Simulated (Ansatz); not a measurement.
Sr2O3⁻. Total charge -1; doublet. Geometry PBE0-D4/def2-SVPD; atoms count from 1.

```xyz
5

Sr    1.6996    0.9677    1.4250
Sr   -0.6086   -0.3454   -0.5096
O     1.1429    1.1490   -0.6517
O     0.0902   -0.4452    1.6865
O    -2.3242   -1.3261   -1.9502
```

In the def2 sets Sr takes a core potential; there is no spin–orbit coupling. Another isomer (doublet) lies 0.22 eV lower at PBE0-D4/def2-TZVPD; other spin states weren't run for this one.

Problem. Estimate the Mulliken populations from the PBE0/def2-TZVPD orbitals of Ansatz.

Solution. 
```
atom  charge (e)  spin (α − β)
 Sr1        1.51          0.00
 Sr2        1.76         -0.02
  O3       -1.66          0.01
  O4       -1.66          0.01
  O5       -0.96          1.00
```
Mulliken values depend strongly on the basis. With diffuse functions, as here, like atoms can get unlike values, and bond orders can come out too low or too high.

Problem. Where does the spin sit?

Solution. Summed by element: Sr -0.02, O 1.02, of 1 unpaired in all. Largest on single atoms: O5 1.00, Sr2 -0.02, O3 0.01.

Problem. And the Mayer bond orders between heavy atoms (over 0.3)?

Solution. Sr1–O3 0.37 (2.16 Å); Sr1–O4 0.37 (2.16 Å).
